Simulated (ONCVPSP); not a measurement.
## Reading a pseudo-wave (nickel)

Columns: radius, all-electron u(r) and pseudo u(r) of the 3d shell (level -8.90 eV) of nickel in the configuration [Ne] 3s2 3p6 3d8 4s2; PBEsol, scalar-relativistic, ONCV scheme, ONCVPSP 4.0.1.

| r (bohr) | all-electron | pseudo |
| --- | --- | --- |
| 0.065 | 0.0347 | 0.0072 |
| 0.130 | 0.1642 | 0.0529 |
| 0.195 | 0.3462 | 0.1603 |
| 0.260 | 0.5310 | 0.3282 |
| 0.325 | 0.6902 | 0.5326 |
| 0.390 | 0.8132 | 0.7363 |
| 0.455 | 0.8993 | 0.9038 |
| 0.520 | 0.9519 | 1.0124 |
| 0.585 | 0.9767 | 1.0582 |
| 0.650 | 0.9801 | 1.0535 |
| 0.715 | 0.9678 | 1.0179 |
| 0.780 | 0.9443 | 0.9696 |
| 0.845 | 0.9134 | 0.9212 |
| 0.910 | 0.8778 | 0.8785 |
| 0.975 | 0.8395 | 0.8395 |
| 1.040 | 0.7999 | 0.7999 |
| 1.105 | 0.7601 | 0.7601 |
| 1.170 | 0.7207 | 0.7207 |
| 1.235 | 0.6824 | 0.6823 |
| 1.300 | 0.6453 | 0.6453 |
| 1.365 | 0.6097 | 0.6097 |
| 1.430 | 0.5758 | 0.5758 |
| 1.495 | 0.5435 | 0.5435 |
| 1.560 | 0.5130 | 0.5129 |
| 1.625 | 0.4840 | 0.4840 |
| 1.690 | 0.4567 | 0.4567 |

**Question.** How many radial nodes do the two functions have?

**Answer.** The all-electron 3d function has n − l − 1 = 0; the pseudo-wave has 0.

**Question.** At about which radius was the pseudo-wave matched?

**Answer.** 0.95 bohr, where the columns begin to agree (steps of 0.07 bohr).

**Question.** Is the pseudo-wave norm-conserving?

**Answer.** Yes: the ONCV scheme keeps the norm inside the radius equal to the all-electron one, which fixes the energy derivative of the logarithmic derivative at the level.
